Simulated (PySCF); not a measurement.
# Identify the compound

Molecular formula: C$_{4}$H$_{9}$FO$_{2}$Si. Simulated spectra:

1H NMR (500 MHz, computed): δ 12.26 (m, 1H), 4.81 (m, 1H), 4.80 (m, 1H), 4.15 (s, 3H), 1.49 (m, 3H).

13C{1H} NMR (computed): δ 253.7 (CH), 92.8 (CH), 55.1 (CH3), 19.6 (CH3).

Computed data (PySCF): shielding tensors at PBE0/pcSseg-1 (GIAO), structure optimised with GFN2-xTB. A single conformation, non-relativistic, fast rotation and ring inversion assumed for equivalent nuclei, no solvent model.

References, each an isolated molecule treated in the same way: TMS for 1H (σ = 31.72 ppm) and 13C (σ = 186.93 ppm).

Task: Choose the structure that fits.
A. CO[C@@H](F)[SiH]1COC1
B. CO[Si@@H](C=O)[C@@H](C)F
C. COC[SiH2]O/C=C\F

Result: B. 

1. The formula gives 1 degree of unsaturation (no ring in the answer).
2. 4 carbon signals for 4 carbons: no two carbons are equivalent.
3. Carbon types of the structure: 2 × CH, 2 × CH3, leaving 1 H on heteroatoms.
4. δC 253.7: carbonyl carbon.
5. δC 92.8: sp3 CH bonded to F and Si; deshielded by the electronegative neighbour.
6. δC 55.1: methyl carbon bonded to O; the inductive effect lowers its shielding.
7. δC 19.6: methyl carbon; aliphatic region, no heteroatom directly attached.
8. δH 12.26: hydrogen on a carbonyl carbon.

The others: COC[SiH2]O/C=C\F has carbons computed at 144.2, 134.4, 65.7, 63.4, with a different DEPT pattern; CO[C@@H](F)[SiH]1COC1 would give 7 signals for carbon-bound and other non-exchanging H, not 5.

Splittings by 19F in the carbon and heteronuclear signals aren't shown, as no couplings were computed. Shifts are as computed. Against solution values, carbons near 30 ppm lie about +3 ppm off and those near 130 ppm about +5 ppm. Of 1309 compounds with measured shifts, 239 miss one by over three times the rms of a fit or turn the order of signals round; such compounds aren't used in these exercises. No couplings were computed; multiplicities are counted from neighbouring protons, with m where these are inequivalent, close in shift, in a saturated or five-membered ring or joined by F or P, and br s for small geminal =CH2 splittings.
